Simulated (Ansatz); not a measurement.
`[NH2][In]([Br])[Br]` + H₂ → `[NH2][InH][Br]` + HBr at 600 K and 1 bar (hydrogenolysis of the In–Br bond).

Isolated molecules relaxed with PBE0-D4/def2-TZVP in Ansatz; ΔE leaves out vibrations. CCSD(T)/CBS adds triple-zeta CCSD(T) − MP2 to the extrapolated MP2 energy (def2 sets, frozen cores). This one scheme is used for every species. Elements past krypton have def2 core potentials. For Br, In outer-core shells are correlated without core-valence functions, which leaves a few kJ/mol of doubt a bond. Scalar relativity is left out up to krypton. One conformer a species, not always the lowest.

```csv
species,CCSD(T)/CBS energy (Eh),H − E (kJ/mol),S (J/(mol·K))
`[NH2][In]([Br])[Br]`,-5392.48319,121.2,449.6
H₂,-1.17544,43.9,150.8
`[NH2][InH][Br]`,-2819.69701,128.5,396.4
HBr,-2573.91920,33.5,219.1
```

H − E and S are ideal-gas, rigid-rotor, harmonic terms from PBE0-D4/def2-TZVP, for one conformer and one mirror image of each species. The MP2-based limit puts H₂ 0.8 mEh under its directly extrapolated value; such offsets cancel only in part. 1 Eh = 2625.50 kJ/mol, R = 8.31446 J/(mol·K).

Problem. By hand: ΔE, ΔH, ΔS and ΔG.

Solution. ΔE = (-2819.69701) + (-2573.91920) − (-5392.48319) − (-1.17544) = 0.04242 Eh = 111.4 kJ/mol. Δ(H − E) = 128.5 + 33.5 − 121.2 − 43.9 = -3.1, so ΔH = 108.3 kJ/mol. ΔS = 396.4 + 219.1 − 449.6 − 150.8 = 15.1 J/(mol·K). ΔG = 108.3 − 600 × (15.1)/1000 = 99.2 kJ/mol.

Problem. By hand: the equilibrium constant, and the temperature at which ΔG would vanish if ΔH and ΔS stayed fixed.

Solution. log₁₀ K = −ΔG/(RT ln 10) = -8.6. ΔG = 0 at ΔH/ΔS = 7172 K, far beyond where these terms or the molecules hold.

ΔH outweighs TΔS. A doubt of 5 kJ/mol in ΔE shifts log₁₀ K by 0.4 here. Other conformers and mirror images would add mixing entropy, several J/(mol·K) or more a flexible species. These are equilibria of isolated gas molecules and say nothing of rates. Largest T1 diagnostic: 0.013 (customary marks: 0.02 for closed shells, 0.045 for open ones).
